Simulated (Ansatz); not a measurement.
Start from `NC[SiH2]O` and change one atom or group to get `NC[SiH](N)O`.

Ansatz, PBE0-D4/def2-TZVP geometries, multiplicity 1. Each molecule was computed in one conformer, which needn't be the lowest.

```tsv
property	`NC[SiH2]O`
HOMO–LUMO gap (B3LYP/def2-TZVPP) / eV	7.20
HOMO energy (B3LYP/def2-TZVPP) / eV	-7.04
HOMO energy (ωB97M-V/def2-TZVPP) / eV	-9.63
size of the dipole moment (B3LYP/def2-TZVPP) / D	2.94
HOMO–LUMO gap (PBE0/def2-TZVPP) / eV	7.73
LUMO energy (B3LYP/def2-TZVPP) / eV	0.16
```

(1) What does the change do to each property? (An estimate is asked.)

## Answers

(1) Ansatz gave: 
```csv
property,`NC[SiH](N)O`,shift
HOMO–LUMO gap (B3LYP/def2-TZVPP) / eV,6.93,-0.27
HOMO energy (B3LYP/def2-TZVPP) / eV,-6.50,0.54
HOMO energy (ωB97M-V/def2-TZVPP) / eV,-9.11,0.52
size of the dipole moment (B3LYP/def2-TZVPP) / D,0.75,-2.19
HOMO–LUMO gap (PBE0/def2-TZVPP) / eV,7.48,-0.25
LUMO energy (B3LYP/def2-TZVPP) / eV,0.43,0.27
```

With PBE0 the HOMO rises by 0.54 eV and the LUMO rises by 0.29 eV, so the gap narrows by about 0.25 eV. PBE moves the HOMO by 0.55 eV and ωB97M-V by 0.52 eV. Dipoles are sizes alone; their direction can turn.

B3LYP here is the variant with VWN-RPA as its local correlation; programs differ in this.
